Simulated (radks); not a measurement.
Species: Ce9+. Configuration: [Kr] 4d10 5s2 5p1. Method: scalar-relativistic Kohn-Sham, LB94 model potential, spin-polarised, spherical densities, finite nucleus; open shells are filled with parallel spins first (spin-orbit coupling, left out, can overturn this in heavy ions); Fermi nuclear charge, rms radius 4.8771 fm; computed with a radial shooting solver on a logarithmic mesh with Libxc functionals. Some entries of the table are withheld. Estimate them.

orbital  occ.  eigenvalue (eV)  r(max) (bohr)
1s up       1        -40580.64        0.01573
1s down     1        -40580.63        0.01573
2s up       1        -6632.828        0.08898
2s down     1        -6632.764        0.08898
2p up       3        -5961.326        0.07157
2p down     3        -5961.227        0.07157
3s up       1        -1548.705         0.2547
3s down     1        -1548.643         0.2547
3p up       3        -1334.419         0.2493
3p down     3        -1334.355         0.2493
3d up       5        -1028.893         0.2050
3d down     5        -1028.837         0.2050
4s up       1        -421.9471         0.5910
4s down     1        -421.8325         0.5910
4p up       3        -351.7921            (1)
4p down     3        -351.7478            (2)
4d down     5              (3)            (4)
4d up       5              (5)            (6)
5s down     1        -163.5596          1.275
5s up       1        -163.1607          1.278
5p down     0        -141.0820          1.384
5p up       1        -140.8925          1.390

Answer. 
(1) 4p up r(max) (bohr): 0.6167
(2) 4p down r(max) (bohr): 0.6169
(3) 4d down eigenvalue (eV): -250.4865
(4) 4d down r(max) (bohr): 0.6479
(5) 4d up eigenvalue (eV): -250.3969
(6) 4d up r(max) (bohr): 0.6473
